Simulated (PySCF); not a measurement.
C4H7BF2, SMILES FB1CCC[C@H]1F. Geometry: PBE0-D3(BJ)/def2-SVP. The structure was generated by enumeration; whether it is a known compound was not checked. One conformer was computed; it need not be the lowest.

Computed with PBE0-D3(BJ)/def2-SVP in PySCF.

Harmonic wavenumbers (cm⁻¹): 89, 165, 208, 337, 390, 412, 538, 615, 768, 800, 830, 891, 933, 981, 1000, 1042, 1105, 1132, 1150, 1227, 1268, 1290, 1317, 1340, 1354, 1389, 1438, 1463, 1474, 3029, 3052, 3080, 3112, 3124, 3133, 3139. Rotational constants (GHz): 3.381, 2.623, 1.771; symmetry number 1.

Problem. Work out the zero-point energy and the ideal-gas rigid-rotor harmonic-oscillator thermochemistry at 298.15 K and 1 atm.

Solution. ZPE = ½ Σ hcν = ½ × 48614 cm⁻¹ = 290.78 kJ/mol. H − E(el) = 310.87 kJ/mol. Entropy in J/(mol K): translation 166.66, rotation 114.71, vibration 58.35, total 339.72. G − E(el) = 209.58 kJ/mol. Cp = 110.45 J/(mol K). Modes under 150 cm⁻¹ make the vibrational entropy uncertain.
